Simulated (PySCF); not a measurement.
Species: C8H11O2P.
Numbering: `[CH3:1][c:2]1[cH:3][cH:4][cH:5][cH:6][c:7]1[P@@:8]([CH3:9])(=[O:10])[OH:11]`

NICS = −σ at a ghost point: NICS(0) at the centroid of the ring atoms, NICS(1) 1 Å to either side along the normal of their mean plane, zz for the tensor component along that normal. Level: GIAO PBE0/pcSseg-1 (PySCF, non-relativistic, gas phase) on the GFN2-xTB geometry, one conformer.

Ring bond lengths (Å), with Mayer bond orders in brackets: C2–C3 1.390 (1.44), C3–C4 1.383 (1.44), C4–C5 1.385 (1.42), C5–C6 1.382 (1.43), C6–C7 1.388 (1.48), C7–C2 1.393 (1.33).

**Question.** Give the NICS values of each ring in ppm.

**Answer.** 
```json
{"ring": "C2–C3–C4–C5–C6–C7", "type": "6-membered carbocycle; formal bonds all aromatic", "NICS(0)": "-8.6", "NICS(1), two faces": "-11.3 / -11.5", "NICS(1)zz, two faces": "-27.7 / -28.0", "rms pucker (Å)": "0.00", "centre to ring atoms, mean (Å)": "1.39"}
```

**Question.** What can be read from them?

**Answer.** 
- C2–C3–C4–C5–C6–C7: mean NICS(1)zz -27.8 ppm, shielded. The ring is flat and has no four-coordinate atom; by the NICS criterion it is aromatic.

**Question.** And the bond-length index? Use HOMA with the parameters of Krygowski (1993).

**Answer.** 
- C2–C3–C4–C5–C6–C7: HOMA 1.00 = 1 − EN − GEO, with mean bond length 1.387 Å, EN = α(Ropt − mean)² = 0.000 and GEO = α × variance = 0.004. The geometric and the magnetic index point the same way.

**Question.** What is the mean of the two in-plane components of NICS at the first NICS(1) probe listed for ring C2–C3–C4–C5–C6–C7, 1 Å off the ring?

**Answer.** The isotropic value is a third of the trace: (3 × -11.3 − (-27.7))/2 = -3.1 ppm.

Shape of the structure used: `[CH3:1][c:2]1[cH:3][cH:4][cH:5][cH:6][c:7]1[P@@:8]([CH3:9])(=[O:10])[OH:11]`: C6–C7–P8–C9 -121°, H–O11–P8–C7 -116°.
